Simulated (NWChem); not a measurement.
CH₆O₂Si₂; SMILES [SiH3]C1O[SiH2]O1

```xyz
11

Si    -0.2042     1.9721     0.0000
C      0.6905     0.2769     0.0000
O      0.2718    -0.5341    -1.1082
Si    -0.3078    -1.6723     0.0000
O      0.2718    -0.5341     1.1082
H     -1.6731     1.7081     0.0000
H      0.1794     2.7444     1.2190
H      0.1794     2.7444    -1.2190
H      1.7942     0.3744     0.0000
H      0.3928    -2.9862     0.0000
H     -1.7810    -1.8799     0.0000
```
Atoms are numbered in this order, from 1.

Level: PBE0/def2-SVP (NWChem), optimised geometry, unscaled harmonic frequencies. 

```tsv
frequency (cm⁻¹)	IR intensity (km/mol)
114	1.4
166	0.1
197	0.1
305	7.4
514	5.6
519	0.1
620	47.9
681	115.2
698	87.3
769	15.5
783	24.0
803	31.4
903	309.4
933	15.5
935	21.1
943	43.0
1024	232.5
1024	189.7
1104	95.6
1272	4.2
1322	24.6
2238	65.1
2248	104.9
2252	84.1
2260	151.4
2267	148.3
3029	47.1
```

zero-point energy: 42.8 kcal/mol
thermal correction to the enthalpy at 298.15 K (with zero-point energy): 47.4 kcal/mol
heat capacity Cv: 23.6 cal/(mol K)
entropy at 298.15 K and 1 atm (symmetry number 1): 79.6 cal/(mol K)
dipole moment: 0.83 D

Rigid rotor and harmonic oscillator.
